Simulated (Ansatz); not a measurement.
**ClFGeH2Si+: structure from calculated spectroscopic constants**

These gas-phase data were calculated for one isomer of ClFGeH2Si+ at r2SCAN-D4/def2-SVP (harmonic, unscaled wavenumbers; equilibrium rotational constants with average atomic masses):

| Quantity | Value |
| --- | --- |
| rotational constants | 4.562, 1.889, 1.344 GHz |
| all wavenumbers above 1500 cm⁻¹ | 2318, 2258 |

Candidates:

(1) the doublet with the links of `F[SiH+][GeH][Cl]`
(2) the doublet with the links of `[F][Ge]([SiH2+])[Cl]`

**Question.** Which candidate do the data belong to?

**Answer.** Candidate (2). No mode falls between 1900 and 2250 cm⁻¹, where the Ge–H stretch of (1) would stand.

The same quantities for all candidates:

```tsv
	rotational constants (GHz)	wavenumbers above 1500 cm⁻¹	E above the lowest, r2SCAN-D4/def2-SVP (kcal/mol)
(1)	8.211, 1.267, 1.101	2292, 2188	0.0
(2)	4.562, 1.889, 1.344	2318, 2258	11.7
```

Each candidate is one conformer. Open shells are spin-unrestricted. Programs: Ansatz 0.2.0.
